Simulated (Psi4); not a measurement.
CH$_{3}$ (SMILES [CH3-]), charge -1, singlet, geometry from GFN2-xTB (a gas-phase anion, which may not be bound at this level); BHHLYP/def2-TZVP in Psi4.

The Psi4 input:
```
memory 2 GB

molecule mol {
-1 1
  C     0.094435    0.098442    0.100706
  H    -0.627209   -0.621425    0.624633
  H     0.663992   -0.608499   -0.598808
  H    -0.603395    0.639270   -0.630059
}

set basis def2-tzvp
set reference rks

energy('bhhlyp')
print_variables()
```

Task: What does Psi4 print? Leave out banner, timings and long lists.

Result: 
```
   => Loading Basis Set <=

    Name: DEF2-TZVP
    Role: ORBITAL
    Keyword: BASIS

         ---------------------------------------------------------
                                   SCF
               by Justin Turney, Rob Parrish, Andy Simmonett
                          and Daniel G. A. Smith
                              RKS Reference
         ---------------------------------------------------------

  ==> Geometry <==

    Molecular point group: c1
    Full point group: C1

    Geometry (in Angstrom), charge = -1, multiplicity = 1:

       Center              X                  Y                   Z               Mass
    ------------   -----------------  -----------------  -----------------  -----------------
         C            0.057015279248     0.059434506085     0.060801128083    12.000000000000
         H           -0.664628720752    -0.660432493915     0.584728128083     1.007825032230
         H            0.626572279248    -0.647506493915    -0.638712871917     1.007825032230
         H           -0.640814720752     0.600262506085    -0.669963871917     1.007825032230

  Running in c1 symmetry.

  Rotational constants: A =      7.59572  B =      7.59571  C =      5.28629 [cm^-1]
  Rotational constants: A = 227714.01542  B = 227713.76957  C = 158479.02722 [MHz]
  Nuclear repulsion =    9.203634561773619

  Charge       = -1
  Multiplicity = 1
  Electrons    = 10
  Nalpha       = 5
  Nbeta        = 5

  ==> Algorithm <==

  SCF Algorithm Type is DF.
  DIIS enabled.
  MOM disabled.
  Fractional occupation disabled.
  Guess Type is SAD.
  Energy threshold   = 1.00e-06
  Density threshold  = 1.00e-06
  Integral threshold = 1.00e-12

  ==> Primary Basis <==

  Basis Set: DEF2-TZVP
    Blend: DEF2-TZVP
    Number of shells: 23
    Number of basis functions: 49
    Number of Cartesian functions: 54
    Spherical Harmonics?: true
    Max angular momentum: 3

  ==> DFT Potential <==

   => LibXC <=

    Version 7.1.2
    S. Lehtola, C. Steigemann, M. J. T. Oliveira, and M. A. L. Marques,  SoftwareX 7, 1–5 (2018) (10.1016/j.softx.2017.11.002)

   => Composite Functional: BHANDHLYP <=

    BHandHLYP Hyb-GGA Exchange-Correlation Functional

    A. D. Becke,  J. Chem. Phys. 98, 1372 (1993) (10.1063/1.464304)
    Defined through Gaussian implementation.

    Deriv               =              1
    GGA                 =           TRUE
    Meta                =          FALSE

    Exchange Hybrid     =           TRUE
    MP2 Hybrid          =          FALSE

   => Exchange Functionals <=

    0.5000         Becke 88

   => Exact (HF) Exchange <=

    0.5000               HF

   => Correlation Functionals <=

    1.0000   Lee, Yang & Parr

   => LibXC Density Thresholds  <==

    XC_HYB_GGA_XC_BHANDHLYP:  1.00E-15

   => Molecular Quadrature <=

    Radial Scheme          =       TREUTLER
    Pruning Scheme         =           NONE
    Nuclear Scheme         =       TREUTLER

    Blocking Scheme        =         OCTREE
    BS radius alpha        =              1
    Pruning alpha          =              1
    Radial Points          =             75
    Spherical Points       =            302
    Total Points           =          88163
    Total Blocks           =            707
    Max Points             =            256
    Max Functions          =             49
    Weights Tolerance      =       1.00E-15

   => Loading Basis Set <=

    Name: (DEF2-TZVP AUX)
    Role: JKFIT
    Keyword: DF_BASIS_SCF

  ==> Integral Setup <==

  SCF_SUBTYPE=INCORE selected. In-core MEM_DF algorithm will be used.
  Using in-core AOs.

  ==> MemDFJK: Density-Fitted J/K Matrices <==

    J tasked:                   Yes
    K tasked:                   Yes
    wK tasked:                   No
    Algorithm:                 Core
    Schwarz Cutoff:           1E-12
    Mask sparsity (%):       0.0000
    Fitting Condition:        1E-10

   => Auxiliary Basis Set <=

  Basis Set: (DEF2-TZVP AUX)
    Blend: DEF2-UNIVERSAL-JKFIT
    Number of shells: 43
    Number of basis functions: 129
    Number of Cartesian functions: 149
    Spherical Harmonics?: true
    Max angular momentum: 4

  Minimum eigenvalue in the overlap matrix is 2.4946797456E-03.
  Reciprocal condition number of the overlap matrix is 4.2575675929E-04.
    Using symmetric orthogonalization.

  ==> Pre-Iterations <==

  SCF Guess: Superposition of Atomic Densities via on-the-fly atomic UHF (no occupation information).

   -------------------------
    Irrep   Nso     Nmo
   -------------------------
     A         49      49
   -------------------------
    Total      49      49
   -------------------------

  ==> Iterations <==

                           Total Energy        Delta E     RMS |[F,P]|

   @DF-RKS iter SAD:   -39.22834756256858   -3.92283e+01   0.00000e+00
   @DF-RKS iter   1:   -39.50264306333702   -2.74296e-01   1.48526e-02 DIIS/ADIIS
   @DF-RKS iter   2:   -39.44615993293712    5.64831e-02   1.49117e-02 DIIS/ADIIS
   @DF-RKS iter   3:   -39.80330806461551   -3.57148e-01   5.40821e-04 DIIS/ADIIS
   @DF-RKS iter   4:   -39.80386142544975   -5.53361e-04   7.28826e-05 DIIS
   @DF-RKS iter   5:   -39.80386970786584   -8.28242e-06   1.00403e-05 DIIS
   @DF-RKS iter   6:   -39.80386991033535   -2.02470e-07   1.13721e-06 DIIS
   @DF-RKS iter   7:   -39.80386991602692   -5.69157e-09   1.72288e-07 DIIS
  Energy and wave function converged.

  ==> Post-Iterations <==

   Electrons on quadrature grid:
      Ntotal   =    9.9999962370 ; deviation = -3.763e-06

    Orbital Energies [Eh]
    ---------------------

    Doubly Occupied:

       1A    -10.270761     2A     -0.456887     3A     -0.143699
       4A     -0.143698     5A      0.032478

    Virtual:

       6A      0.292993     7A      0.376619     8A      0.376619
       9A      0.478783    10A      0.478783    11A      0.533120
      12A      0.601454    13A      0.770324    14A      0.770324
      15A      0.799490    16A      0.975864    17A      0.975866
      18A      1.102084    19A      1.297435    20A      1.297436
      21A      1.777938    22A      1.839066    23A      1.839067
      24A      1.870905    25A      1.908797    26A      2.087830
      27A      2.087830    28A      2.360630    29A      2.371183
      30A      2.371184    31A      2.529231    32A      2.725457
      33A      2.725463    34A      2.908057    35A      2.908061
      36A      3.111463    37A      3.285240    38A      3.404074
      39A      3.404075    40A      3.590275    41A      3.591090
      42A      3.591094    43A      3.608367    44A      3.925035
      45A      3.925037    46A      4.532101    47A      4.533351
      48A      4.533353    49A     22.419716

    Final Occupation by Irrep:
              A
    DOCC [     5 ]
    NA   [     5 ]
    NB   [     5 ]

  @DF-RKS Final Energy:   -39.80386991602692

   => Energetics <=

    Nuclear Repulsion Energy =              9.2036345617736188
    One-Electron Energy =                 -73.5610414992844284
    Two-Electron Energy =                  28.0128564252846459
    DFT Exchange-Correlation Energy =      -3.4593194038007620
    Empirical Dispersion Energy =           0.0000000000000000
    VV10 Nonlocal Energy =                  0.0000000000000000
    Total Energy =                        -39.8038699160269189

Computation Completed

Properties will be evaluated at   0.000000,   0.000000,   0.000000 [a0]

Properties computed using the SCF density matrix

 Multipole Moments:

 ------------------------------------------------------------------------------------
     Multipole            Electronic (a.u.)      Nuclear  (a.u.)        Total (a.u.)
 ------------------------------------------------------------------------------------

 L = 1.  Multiply by 2.5417464519 to convert [e a0] to [Debye]
 Dipole X            :          0.2863125           -0.6364210           -0.3501085
 Dipole Y            :          0.2984636           -0.6634251           -0.3649615
 Dipole Z            :          0.3053252           -0.6786797           -0.3733545
 Magnitude           :                                                    0.6286226

 ------------------------------------------------------------------------------------

  Variable Map:
  ----------------------------------------------------------------------------
  "CURRENT ENERGY"              =>     -39.803869916027
  "CURRENT REFERENCE ENERGY"    =>     -39.803869916027
  "DD SOLVATION ENERGY"         =>       0.000000000000
  "DFT FUNCTIONAL TOTAL ENERGY" =>     -39.803869916027
  "DFT TOTAL ENERGY"            =>     -39.803869916027
  "DFT VV10 ENERGY"             =>       0.000000000000
  "DFT XC ENERGY"               =>      -3.459319403801
  "GRID ELECTRONS ALPHA"        =>       4.999998118495
  "GRID ELECTRONS BETA"         =>       4.999998118495
  "GRID ELECTRONS TOTAL"        =>       9.999996236990
  "NUCLEAR REPULSION ENERGY"    =>       9.203634561774
  "ONE-ELECTRON ENERGY"         =>     -73.561041499284
  "PCM POLARIZATION ENERGY"     =>       0.000000000000
  "PE ENERGY"                   =>       0.000000000000
  "SCF ITERATION ENERGY"        =>     -39.803869916027
  "SCF ITERATIONS"              =>       7.000000000000
  "SCF TOTAL ENERGY"            =>     -39.803869916027
  "TWO-ELECTRON ENERGY"         =>      28.012856425285
  "XC GRID RADIAL POINTS"       =>      75.000000000000
  "XC GRID SPHERICAL POINTS"    =>     302.000000000000
  "XC GRID TOTAL POINTS"        =>   88163.000000000000

  Array Variable Map:
  ----------------------------------------------------------------------------
  "CURRENT DIPOLE"              =>      -0.350108487872 ... -0.373354481508 1 by 3
  "SCF DIPOLE"                  =>      -0.350108487872 ... -0.373354481508 1 by 3
  "SCF TOTAL ENERGIES"          =>     -39.228347562569 ... -39.803869916027 1 by 8
```
